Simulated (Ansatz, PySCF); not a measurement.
Two conformers of C3H8O2 (SMILES OCCCO), B3LYP-D3(BJ)/def2-TZVP minima.
Conformer 1 (charge 0, multiplicity 1, Z-matrix in Å and degrees):
```
C
H 1 1.0954
H 1 1.0956 2 106.89
C 1 1.5229 2 109.92 3 117.09
H 4 1.0916 1 110.15 2 179.34
H 4 1.0951 5 107.60 1 -120.72
O 4 1.4353 5 104.93 6 -117.22
H 7 0.9641 4 108.39 5 171.92
C 1 1.5257 2 109.21 3 -117.81
H 9 1.0912 1 110.02 2 63.02
H 9 1.1000 10 107.31 1 -118.73
O 9 1.4193 10 106.21 11 -118.44
H 12 0.9672 9 106.84 10 -171.51
```
Conformer 2 (charge 0, multiplicity 1, Z-matrix in Å and degrees):
```
C
H 1 1.0940
H 1 1.0966 2 106.92
C 1 1.5239 2 108.10 3 -118.64
H 4 1.0900 1 109.85 2 -53.44
H 4 1.0954 5 107.32 1 -119.95
O 4 1.4288 5 105.07 6 -117.97
H 7 0.9634 4 108.85 5 176.35
C 1 1.5277 2 109.89 3 117.53
H 9 1.0908 1 109.79 2 -49.60
H 9 1.0944 10 107.57 1 119.56
O 9 1.4226 10 106.27 11 118.09
H 12 0.9636 9 107.70 10 -162.77
```

No zero-point or thermal terms.

Cores are frozen in the correlated methods. Rows in 3-21G carry no dispersion term and start afresh at each structure.

Run with Ansatz (Gaussian basis) for Hartree–Fock, density functionals and correlated methods; PySCF for 3-21G rows. Each number belongs to the level named beside it.

What electronic energy of conformer 2 less that of conformer 1 does CCSD(T)/cc-pVDZ give?

2.2 kcal/mol

Predict the electronic energy of conformer 2 less that of conformer 1 from B3LYP/3-21G.

4.4 kcal/mol

What is the computed electronic energy of conformer 2 less that of conformer 1 (PBE/def2-TZVPP)?

1.8 kcal/mol

Ansatz is a program for electronic structure.
